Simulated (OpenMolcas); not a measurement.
## Levels of Ge III by method

```yaml
Program: OpenMolcas 26.06
Basis: ANO-RCC-VQZP [7s6p4d2f1g]
Scalar_Hamiltonian: DKH2, point nucleus
Active_space: 2 electrons in 4 orbitals (4s 4p)
State_averaging: 2S+1 = 3 even, 3 roots; 2S+1 = 1 even, 6 roots (1 in the spin-orbit step); 2S+1 = 3 odd, 3 roots; 2S+1 = 1 odd, 3 roots
Spin-orbit_coupling: RASSI with atomic mean-field integrals over the reference wave functions, term energies averaged over their components
```

Methods on the same reference wave functions:
A. CASSCF
B. SS-CASPT2, IPEA 0.25 Eh, imaginary shift 0.1 Eh (closed shells correlated: 3d)

Energies in cm-1 above 4s2 1S0, the measured ground level; measured values from Sugar and Musgrove, J. Phys. Chem. Ref. Data 22, 1213 (1993).

```json
{"Level": "4s2 1S0", "A": "0.0", "B": "0.0", "Measured": "0.0"}
{"Level": "4s 4p 3P* 0", "A": "58021", "B": "60587", "Measured": "61734"}
{"Level": "4s 4p 3P* 1", "A": "58689", "B": "61249", "Measured": "62500"}
{"Level": "4s 4p 3P* 2", "A": "60078", "B": "62644", "Measured": "64144"}
{"Level": "4s 4p 1P* 1", "A": "98281", "B": "92069", "Measured": "91873"}
```

Deviations, from unrounded energies. A percentage is the sum of absolute deviations over the sum of measured energies, with the sign that they share, or ± where signs differ.

```csv
Against measurement,Levels,A,B
mean absolute deviation (cm-1),4,4500,1000
other configurations (%),4,±6.4,±1.5
```

B lies closest to measurement on these levels. The largest miss of B in the table is 4s 4p 3P* 2, by -1500 cm-1. The ranking rests on the paired levels alone, and a cruder setting can come out closer through cancelling errors.

The lowest spin-free term lies below A's lowest term by 0.434 hartree in B.

Some high roots are left out of the spin-orbit mixing, which shifts the levels that they would mix with. Measured partners are found by configuration, term and J. A level has none where our copy of the source lacks it or the pairing is in doubt (some pairs that miss far off the trend of their configuration count as doubtful), and it then counts in no deviation. Only configurations of the active space appear. The table leaves out levels that lie high or whose names do not pair safely across all columns.

* marks odd parity.
